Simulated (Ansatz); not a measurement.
Reaction (ligand exchange at the Si–C bond): `C/[C]([AlH2])=C\[SiH3]` + `BN[SiH2]F` → `BN([SiH3])[SiH2]F` + `C=[C](C)[AlH2]`

Calculated with Ansatz (gas phase, PBE0-D4/def2-TZVP geometries, no zero-point term in ΔE). CCSD(T)/CBS is the MP2 limit (def2-TZVPP, def2-QZVPP) plus CCSD(T) − MP2 in def2-TZVPP, frozen cores. DFT in def2-TZVPP. B3LYP here is the variant with VWN-RPA as its local correlation; programs differ in this. Each species was taken in one conformer, which may not be the lowest.

`C/[C]([AlH2])=C\[SiH3]`:

Z-matrix (Å, degrees):
```
C
C 1 1.499
H 1 1.095 2 110.9
H 1 1.095 2 111.0 3 117.5
H 1 1.095 2 113.3 3 -121.2
Al 2 1.953 1 123.5 3 -59.0
C 2 1.347 1 122.1 3 121.2
H 6 1.587 2 116.6 1 179.7
H 6 1.590 2 121.9 1 -0.4
Si 7 1.875 2 126.3 1 0.0
H 7 1.092 2 118.0 1 -179.9
H 10 1.489 7 111.6 2 -61.0
H 10 1.486 7 108.9 2 179.2
H 10 1.489 7 111.6 2 59.5
```

`BN[SiH2]F`:

Cartesian coordinates in Å:
```
B 1.513 0.353 0.002
N 0.219 0.303 0.545
Si -1.157 -0.419 -0.208
F -2.081 0.696 -0.881
H 1.708 -0.154 -1.064
H 2.392 0.891 0.610
H 0.081 0.741 1.445
H -1.991 -1.083 0.819
H -0.685 -1.329 -1.268
```

`BN([SiH3])[SiH2]F`:

```xyz
12

B    -1.540    0.602   -0.119
N    -0.237    0.069    0.008
Si    0.622   -0.325   -1.478
Si    0.484   -0.158    1.566
F     1.618    0.944    1.794
H    -2.166    0.907    0.856
H    -2.011    0.741   -1.215
H     1.968   -0.826   -1.099
H     0.758    0.885   -2.322
H    -0.111   -1.376   -2.224
H     1.161   -1.473    1.621
H    -0.545    0.011    2.610
```

`C=[C](C)[AlH2]`:

Z-matrix (Å, degrees):
```
C
C 1 1.501
H 1 1.095 2 111.2
H 1 1.095 2 111.3 3 117.9
H 1 1.095 2 112.0 3 -121.0
Al 2 1.947 1 124.4 3 -59.2
C 2 1.338 1 120.8 3 120.9
H 6 1.588 2 117.3 1 179.8
H 6 1.590 2 121.7 1 -0.2
H 7 1.087 2 122.1 1 -180.0
H 7 1.091 2 122.2 1 0.0
```

(1) Is it downhill or uphill in electronic energy at CCSD(T)/CBS, and by how much? (Best estimate.)

(2) What do these levels give: B3LYP-D4, ωB97X-V, PBE, r2SCAN, B3LYP, HF/def2-TZVPP, CCSD/def2-TZVPP, CCSD(T)/def2-TZVPP, SCS-MP2/def2-QZVPP, HF/CBS(def2), MP2/CBS(def2), CCSD/CBS(def2)? (Estimate.)

Largest T1 diagnostic among the species: 0.012.

Results:

(1) The calculation gave: Downhill: ΔE = -0.47 eV.

(2) Computed: B3LYP-D4 -0.44, ωB97X-V -0.45, PBE -0.33, r2SCAN -0.42, B3LYP -0.42, HF/def2-TZVPP -0.56, CCSD/def2-TZVPP -0.49, CCSD(T)/def2-TZVPP -0.47, SCS-MP2/def2-QZVPP -0.51, HF/CBS(def2) -0.57, MP2/CBS(def2) -0.49, CCSD/CBS(def2) -0.49 eV.

From PBE to PBE0 (25 % exact exchange), in def2-TZVPP and without D4, ΔE moves by −0.05 eV. In def2-TZVPP, CCSD(T) changes the Hartree–Fock value by +0.09 eV (the triples alone add +0.02 eV) and MP2 by +0.07 eV.
